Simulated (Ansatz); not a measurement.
Frontier orbitals of `F[CH]1O[CH2][GaH]1`.

Total charge 0; spin multiplicity 1. Correlated methods include outer-core shells of Ga, which these sets cover unevenly. Scalar relativity is left out up to krypton. The structure was optimised at the PBE0-D4/def2-TZVP level. Basis def2-TZVPP, the Gaussian-basis code of Ansatz.

```
functional  HOMO (eV)  LUMO (eV)
   r2SCAN0      -7.36      -1.63
```

Q: Give HOMO and LUMO (eV) with LDA (SPW92), PBE, revPBE, BLYP, r2SCAN, B97M-V, PBE0, B3LYP, r2SCANh, HSE06 (plane-wave form), BHLYP, CAM-B3LYP, LC-ωPBE, ωB97X-V, ωB97M-V, HF. (An estimate is asked.)

A: Computed: 
```
             functional    HOMO   LUMO
            LDA (SPW92)   -6.07  -2.86
                    PBE   -5.89  -2.57
                 revPBE   -5.82  -2.44
                   BLYP   -5.82  -2.54
                 r2SCAN   -6.14  -2.32
                 B97M-V   -6.21  -2.52
                   PBE0   -7.18  -1.77
                  B3LYP   -7.01  -2.08
                r2SCANh   -6.63  -2.04
HSE06 (plane-wave form)   -6.78  -2.14
                  BHLYP   -8.43  -1.07
              CAM-B3LYP   -8.59  -0.92
                LC-ωPBE   -9.86   0.32
                ωB97X-V   -9.52   0.15
                ωB97M-V   -9.42  -0.10
                     HF  -10.27   0.99
```

B3LYP here is the variant with VWN-RPA as its local correlation; programs differ in this. LC-ωPBE has ω = 0.4 bohr⁻¹.
